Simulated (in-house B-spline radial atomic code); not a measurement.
Configurations of Ag+, with energies counted from [Kr] 4d10. Method: scalar-relativistic (X2C) LDA exchange-only, spin-polarised, spherical fractional occupations, Fermi nucleus of rms radius 4.5454 fm. Calculated with an all-electron radial atomic-structure program (B-spline basis). Shells without spins written out take the highest spin.

Occupations are held fixed; configurations that lie above the ionisation limit could autoionise.

```tsv
configuration	E - E(ref) (eV)	highest orbital	its <r> (bohr)
[Kr] 4d(5 up, 4 down) 5p(1 up, 0 down)	9.7324	5p up	3.439
[Kr] 4d9 4f1	17.38	4f up	8.813
[Ar] 3d10 4s2 4p5 4d10 5s1	56.172	5s up	2.703
[Ar] 3d10 4s2 4p5 4d10 5f1	70.462	5f up	15.22
[Ar] 3d9 4s2 4p6 4d10 5s1	366.4	5s up	2.703
[Ar] 3d(5 up, 4 down) 4s2 4p6 4d10 5p(1 up, 0 down)	371.89	5p up	3.431
```

Q: Order these further configurations by energy, lowest first.
A. [Ar] 3d(4 up, 5 down) 4s2 4p6 4d10 5f(0 up, 1 down)
B. [Kr] 4d(4 up, 5 down) 5f(0 up, 1 down)
C. [Ar] 3d9 4s2 4p6 4d10 4f1
D. [Kr] 4d9 5s1
E. [Ar] 3d10 4s2 4p5 4d10 5d1

A: D (4.2221 eV), B (18.495 eV), E (67.099 eV), C (379.51 eV), A (380.63 eV).

Q: How far above the reference does [Kr] 4d9 5d1 lie?

A: 15.148 eV; its least bound orbital is 5d up with <r> = 5.802 bohr.
